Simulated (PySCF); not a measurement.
# UHF on Ar (argon, neutral)

Configuration: [Ar], closed-shell 1S. Calculation: PySCF 2.14, in aug-cc-pVQZ-DK; the spin-free X2C one-electron Hamiltonian (Gaussian nucleus).

```
Total energy                        : -528.625855 hartree
One-electron energy                 : -730.7005 hartree
Hartree (Coulomb) energy            : 232.4257 hartree
Exchange energy                     : -30.3511 hartree
⟨S²⟩                                : 0.0000
⟨L²⟩                                : 0.000
Sum of ⟨r⟩                          : 16.05 bohr
Sum of ⟨r²⟩                         : 25.98 bohr²
Langevin diamagnetic susceptibility : -20.6 ×10⁻⁶ cm³/mol
```

```json
{"shell": "1s", "electrons": "2", "mean orbital energy (hartree)": "-119.08649", "rms radius, mean of both spins (bohr)": "0.0991"}
{"shell": "2s", "electrons": "2", "mean orbital energy (hartree)": "-12.40881", "rms radius, mean of both spins (bohr)": "0.446"}
{"shell": "2p", "electrons": "6", "mean orbital energy (hartree)": "-9.57423", "rms radius, mean of both spins (bohr)": "0.417"}
{"shell": "3s", "electrons": "2", "mean orbital energy (hartree)": "-1.28644", "rms radius, mean of both spins (bohr)": "1.53"}
{"shell": "3p", "electrons": "6", "mean orbital energy (hartree)": "-0.59038", "rms radius, mean of both spins (bohr)": "1.82"}
```

Densities and radii are taken from the X2C orbitals without a picture-change correction, which distorts them close to the nucleus.

Spin-orbit constants ζ (cm⁻¹) from the X2C one-electron operator on these orbitals: bare nucleus, nucleus screened by l(l+1)(2l+1)/3 electrons, and screened by the Breit-Pauli mean field of the electrons.

```
shell   bare  screened nucleus  mean field
   2p  13110             11660       10990
   3p  945.4             840.4       782.5
```
